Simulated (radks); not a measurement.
Species: Pb LXVIII. Configuration: [Ne] 3s2 3p3. Calculated with a radial shooting solver on a logarithmic mesh with Libxc functionals: non-relativistic Kohn-Sham, LDA (Slater exchange, Perdew-Wang correlation), spin-unpolarised, spherical densities, point nucleus; relativity is left out, which matters for an element this heavy. Some entries of the table are withheld. Estimate them.

orbital  occ.  eigenvalue (hartree)  <r> (bohr)
1s          2             -3107.570     0.01846
2s          2             -686.0027     0.07669
2p          6                   (1)     0.06471
3s          2                   (2)      0.1797
3p          3             -278.0647      0.1692

Answer. 
(1) 2p eigenvalue (hartree): -670.5875
(2) 3s eigenvalue (hartree): -283.9197
